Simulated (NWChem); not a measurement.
Program: NWChem. System: C$_{3}$H$_{6}$ClF, charge 0, spin multiplicity 1, at a geometry optimised with PBE0/def2-SVP. The structure started from a generated list of species. Level: RHF/def2-TZVP.

Input file:

```
start mol
memory heap 200 mb stack 800 mb global 1000 mb
geometry units angstroms nocenter noautoz noautosym
  C     -2.160069     0.480976    -0.481434
  C     -0.869414    -0.219770    -0.117447
  F     -0.897453    -0.540114     1.220849
  C      0.343243     0.643329    -0.387919
  Cl     1.868528    -0.227472    -0.088934
  H     -2.245585     1.442609     0.047369
  H     -2.219693     0.666493    -1.563891
  H     -3.014203    -0.146689    -0.190710
  H     -0.769157    -1.164206    -0.681782
  H      0.329406     1.525104     0.268714
  H      0.348778     0.977521    -1.434660
end
basis spherical
  * library def2-tzvp
end
scf
  rhf
  nopen 0
  maxiter 100
  thresh 1e-7
  semidirect memsize 60000000 filesize 0
end
task scf energy
```

Part of the output:

```
             Northwest Computational Chemistry Package (NWChem) 7.3.0
             --------------------------------------------------------

                                NWChem Input Module
                                -------------------

 Scaling coordinates for geometry "geometry" by  1.889725989
 (inverse scale =  0.529177249)

                             Geometry "geometry" -> ""
                             -------------------------

 Output coordinates in angstroms (scale by  1.889725989 to convert to a.u.)

  No.       Tag          Charge          X              Y              Z
 ---- ---------------- ---------- -------------- -------------- --------------
    1 C                    6.0000    -2.16006900     0.48097600    -0.48143400
    2 C                    6.0000    -0.86941400    -0.21977000    -0.11744700
    3 F                    9.0000    -0.89745300    -0.54011400     1.22084900
    4 C                    6.0000     0.34324300     0.64332900    -0.38791900
    5 Cl                  17.0000     1.86852800    -0.22747200    -0.08893400
    6 H                    1.0000    -2.24558500     1.44260900     0.04736900
    7 H                    1.0000    -2.21969300     0.66649300    -1.56389100
    8 H                    1.0000    -3.01420300    -0.14668900    -0.19071000
    9 H                    1.0000    -0.76915700    -1.16420600    -0.68178200
   10 H                    1.0000     0.32940600     1.52510400     0.26871400
   11 H                    1.0000     0.34877800     0.97752100    -1.43466000

 Effective nuclear repulsion energy (a.u.)     230.9956787675

            Nuclear Dipole moment (a.u.)
            ----------------------------
        X                 Y               Z
 ---------------- ---------------- ----------------
     0.0000094486    -0.0000151178     0.0000056692


 Summary of "ao basis" -> "" (spherical)
 ------------------------------------------------------------------------------
       Tag                 Description            Shells   Functions and Types
 ---------------- ------------------------------  ------  ---------------------
 *                         def2-tzvp                  on all atoms

 Summary of "ao basis" -> "ao basis" (spherical)
 ------------------------------------------------------------------------------
       Tag                 Description            Shells   Functions and Types
 ---------------- ------------------------------  ------  ---------------------
 C                         def2-tzvp                11       31   5s3p2d1f
 F                         def2-tzvp                11       31   5s3p2d1f
 Cl                        def2-tzvp                13       37   5s5p2d1f
 H                         def2-tzvp                 4        6   3s1p

                                 NWChem SCF Module
                                 -----------------

  ao basis        = "ao basis"
  functions       =   197
  atoms           =    11
  closed shells   =    25
  open shells     =     0
  charge          =   0.00
  wavefunction    = RHF
  use symmetry    = F
  symmetry adapt  = F

 Summary of "ao basis" -> "ao basis" (spherical)
 ------------------------------------------------------------------------------
       Tag                 Description            Shells   Functions and Types
 ---------------- ------------------------------  ------  ---------------------
 C                         def2-tzvp                11       31   5s3p2d1f
 F                         def2-tzvp                11       31   5s3p2d1f
[...]
                 5     -676.1367423933  2.32D-08  4.64D-09    156.4

       Final RHF  results
       ------------------

         Total SCF energy =   -676.136742393277
      One-electron energy =  -1391.357431230689
      Two-electron energy =    484.225010069897
 Nuclear repulsion energy =    230.995678767516

        Time for solution =    148.8s

             Final eigenvalues
             -----------------

              1
    1 -104.8232
    2  -26.2811
    3  -11.3271
    4  -11.3008
    5  -11.2406
    6  -10.5514
    7   -8.0183
    8   -8.0168
    9   -8.0168
   10   -1.5997
   11   -1.1469
   12   -1.0552
   13   -0.9301
   14   -0.8366
   15   -0.7268
   16   -0.6954
   17   -0.6692
   18   -0.6059
   19   -0.5925
   20   -0.5749
   21   -0.5553
   22   -0.5148
   23   -0.5008
   24   -0.4371
   25   -0.4365
   26    0.1276
   27    0.1704
   28    0.1749
   29    0.1902
   30    0.1993
   31    0.2229
   32    0.2410
   33    0.2520
   34    0.2639
   35    0.2975

                       ROHF Final Molecular Orbital Analysis
                       -------------------------------------

 Vector   23  Occ=2.000000D+00  E=-5.008171D-01
              MO Center= -7.1D-01, -5.4D-02, -1.1D-01, r^2= 3.2D+00
   Bfn.  Coefficient  Atom+Function         Bfn.  Coefficient  Atom+Function
  ----- ------------  ---------------      ----- ------------  ---------------
    38      0.201605   2 C  py              181     -0.195199   9 H  s
    41      0.172849   2 C  py              139     -0.172900   5 Cl px
    69     -0.164463   3 F  py

 Vector   24  Occ=2.000000D+00  E=-4.371067D-01
              MO Center=  1.7D+00, -8.0D-02, -1.5D-01, r^2= 1.7D+00
   Bfn.  Coefficient  Atom+Function         Bfn.  Coefficient  Atom+Function
  ----- ------------  ---------------      ----- ------------  ---------------
   141      0.507873   5 Cl pz              144      0.356202   5 Cl pz
   138      0.239415   5 Cl pz              132     -0.186078   5 Cl pz

 Vector   25  Occ=2.000000D+00  E=-4.365154D-01
              MO Center=  1.4D+00, -1.2D-01, -1.1D-01, r^2= 2.4D+00
   Bfn.  Coefficient  Atom+Function         Bfn.  Coefficient  Atom+Function
  ----- ------------  ---------------      ----- ------------  ---------------
   140      0.417188   5 Cl py              143      0.294630   5 Cl py
   139      0.269165   5 Cl px              137      0.196892   5 Cl py
   142      0.189449   5 Cl px              131     -0.152935   5 Cl py

 Vector   26  Occ=0.000000D+00  E= 1.275630D-01
              MO Center= -1.3D+00,  7.2D-01, -1.0D+00, r^2= 7.5D+00
   Bfn.  Coefficient  Atom+Function         Bfn.  Coefficient  Atom+Function
  ----- ------------  ---------------      ----- ------------  ---------------
     5      4.317685   1 C  s                98      2.251356   4 C  s
   170     -1.697031   7 H  s               176     -1.525662   8 H  s
   194     -1.480727  11 H  s               164     -1.467438   6 H  s
   188     -1.021063  10 H  s               182     -0.951771   9 H  s
    44     -0.525244   2 C  py                4     -0.489675   1 C  s

 Vector   27  Occ=0.000000D+00  E= 1.703555D-01
              MO Center= -6.1D-01,  4.7D-01, -1.9D-01, r^2= 8.3D+00
   Bfn.  Coefficient  Atom+Function         Bfn.  Coefficient  Atom+Function
  ----- ------------  ---------------      ----- ------------  ---------------
    98      4.045777   4 C  s                36     -3.321688   2 C  s
   182      2.522938   9 H  s               188     -2.480808  10 H  s
    43     -0.881322   2 C  px              164     -0.775363   6 H  s
   170      0.774934   7 H  s                 5     -0.746938   1 C  s
    45      0.648863   2 C  pz              176      0.600411   8 H  s

 Vector   28  Occ=0.000000D+00  E= 1.748694D-01
              MO Center= -1.1D+00,  7.6D-01, -8.5D-01, r^2= 8.7D+00
   Bfn.  Coefficient  Atom+Function         Bfn.  Coefficient  Atom+Function
  ----- ------------  ---------------      ----- ------------  ---------------
     5      5.148298   1 C  s                98     -2.800667   4 C  s
   194      2.388869  11 H  s                36     -2.164974   2 C  s
   164     -1.893764   6 H  s               176     -1.616479   8 H  s
    43      1.035168   2 C  px              188      0.830376  10 H  s
    14      0.825129   1 C  pz              107      0.784236   4 C  pz

 center of mass
 --------------
 x =   0.16582907 y =  -0.07940901 z =   0.09171453

 moments of inertia (a.u.)
 ------------------
         217.775036108032          54.931773936279          38.727553462300
          54.931773936279         933.472939765296          65.142542040679
          38.727553462300          65.142542040679         878.139751562890

  Mulliken analysis of the total density
  --------------------------------------

    Atom       Charge   Shell Charges
 -----------   ------   -------------------------------------------------------
    1 C    6     6.33   0.85  1.12  0.47  0.67  0.09  1.26  1.40  0.39  0.02  0.05  0.00
    2 C    6     5.78   0.85  1.12  0.48  0.63  0.01  1.18  1.19  0.09  0.04  0.16  0.02
    3 F    9     9.30   0.77  1.20  0.59  1.01  0.35  2.24  2.27  0.85  0.00  0.01  0.00
    4 C    6     6.07   0.85  1.12  0.48  0.71 -0.02  1.20  1.37  0.23  0.02  0.10  0.01
    5 Cl  17    17.18   2.01  0.45  1.52  1.09  0.85  4.18  1.69  1.08  2.81  1.45  0.01  0.04  0.01
    6 H    1     0.89   0.26  0.49  0.11  0.02
    7 H    1     0.89   0.26  0.49  0.11  0.02
    8 H    1     0.87   0.26  0.49  0.10  0.02
    9 H    1     0.93   0.27  0.51  0.13  0.02
   10 H    1     0.88   0.26  0.49  0.10  0.02
   11 H    1     0.88   0.26  0.49  0.10  0.02

       Multipole analysis of the density wrt the origin
       ------------------------------------------------

     L   x y z        total         open         nuclear
     -   - - -        -----         ----         -------
     0   0 0 0      0.000000      0.000000     50.000000

     1   1 0 0     -0.768502      0.000000      0.000009
     1   0 1 0      0.571059      0.000000     -0.000015
     1   0 0 1     -0.850654      0.000000      0.000006

     2   2 0 0    -28.996011      0.000000    427.517024
     2   1 1 0     -0.045627      0.000000    -32.723090
     2   1 0 1      1.510357      0.000000     -9.213972
     2   0 2 0    -26.845098      0.000000     53.030013
     2   0 1 1      0.632012      0.000000    -33.808617
     2   0 0 2    -28.752012      0.000000     75.009071

 Task  times  cpu:      156.4s     wall:      156.4s

 Total times  cpu:      156.5s     wall:      156.5s
```
